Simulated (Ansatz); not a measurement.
C2H10BNSi can be A, `CBN(C)[SiH3]`, or B, `CBN[SiH2]C`.

Calculated with Ansatz (gas phase, PBE0-D4/def2-TZVP geometries, no zero-point term in ΔE). CCSD(T)/CBS is the MP2 limit (def2-TZVPP, def2-QZVPP) plus CCSD(T) − MP2 in def2-TZVPP, frozen cores. Functionals use def2-TZVPP. B3LYP here is the variant with VWN-RPA as its local correlation; programs differ in this. One conformer a species, not always the lowest.

Question: Which isomer does CCSD(T)/CBS put lower? Give the gap. (Best estimate.)

Answer: Ansatz gave: B, by 20.2 kcal/mol.

Question: Give E(B) − E(A) in kcal/mol with B3LYP-D4, CCSD(T)/def2-TZVPP, PBE-D4, CCSD(T)/def2-SVP, B3LYP, B2PLYP, ωB97M-V. (An estimate is asked.)

Answer: Ansatz gave: B3LYP-D4 -19.7, CCSD(T)/def2-TZVPP -19.4, PBE-D4 -19.6, CCSD(T)/def2-SVP -15.8, B3LYP -19.9, B2PLYP -19.9, ωB97M-V -20.7. None reverses the order clearly.

Question: Does the order hold for the free energy at 298.15 K (harmonic terms from PBE0-D4)? (Best estimate.)

Answer: Computed: Yes: G(B) − G(A) = -19.0 kcal/mol, for one conformer each.

Largest T1 diagnostic: 0.012.

From BLYP to BHLYP (50 % exact exchange), in def2-TZVPP and without D4, E(B) − E(A) moves by −0.7 kcal/mol. At CCSD(T), def2-SVP lies +4.4 kcal/mol from the extrapolated value and def2-TZVPP +0.7 kcal/mol.
